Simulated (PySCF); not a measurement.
MoBr3, SMILES [Br][Mo]([Br])[Br] (connectivity only; charge and spin as stated), neutral, multiplicity 4.

Geometry: B3LYP-D3(BJ)/def2-SVP. The spin state was assumed, not searched. The def2 effective core potentials stand for the cores of Mo; spin–orbit coupling is left out.

Method: PySCF with PBE/def2-TZVP.

The molecule is in vacuum.

```yaml
total_energy: -7789.68419 hartree
point_group: D3h
"α spin, highest occupied and lowest empty level": -5.62 and -4.46 eV
"β spin, highest occupied and lowest empty level": -7.72 and -3.76 eV
dipole_moment: 0.00 D
quadrupole, principal values (traceless, Buckingham form, about the centre of nuclear charge): -0.29, -0.29, 0.57 D·Å
mean_static_polarisability: 109.5 bohr³ (16.23 Å³)
polarisability_principal_values: 70.2, 129.1, 129.1 bohr³
"⟨S²⟩": 3.776 (pure state 3.75)
```
